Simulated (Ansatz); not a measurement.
Consider the silylene loss: `[SiH3]B1CN1` → `B1CN1` + `[SiH2]`.

Gas-phase electronic energies from Ansatz, PBE0-D4/def2-TZVP geometries. CCSD(T)/CBS is the MP2 limit (def2-TZVPP, def2-QZVPP) plus CCSD(T) − MP2 in def2-TZVPP, frozen cores. This one scheme is used for every species. Functionals use def2-TZVPP. B3LYP here is the variant with VWN-RPA as its local correlation; programs differ in this.

Question: Is it downhill or uphill in electronic energy at CCSD(T)/CBS, and by how much? (An estimate is asked.)

Answer: Computed: Uphill: ΔE = +2.43 eV.

Question: What do these levels give: LDA (SPW92), revPBE-D4, r2SCAN-D4, ωB97M-V, PBE-QIDH, revPBE, r2SCAN, PBE0, B3LYP, BHLYP, LC-ωPBE, CCSD/CBS(def2)? (Estimate.)

Answer: The calculation gave: LDA (SPW92) 2.81, revPBE-D4 2.49, r2SCAN-D4 2.67, ωB97M-V 2.35, PBE-QIDH 2.62, revPBE 2.34, r2SCAN 2.65, PBE0 2.54, B3LYP 2.28, BHLYP 2.36, LC-ωPBE 2.64, CCSD/CBS(def2) 2.38 eV.

Largest T1 diagnostic among the species: 0.014.

From PBE to PBE0 (25 % exact exchange), in def2-TZVPP and without D4, ΔE moves by +0.06 eV. In def2-TZVPP, CCSD(T) changes the Hartree–Fock value by +0.20 eV (the triples alone add +0.06 eV) and MP2 by +0.36 eV. At CCSD(T), def2-SVP lies −0.10 eV from the extrapolated value and def2-TZVPP −0.05 eV.
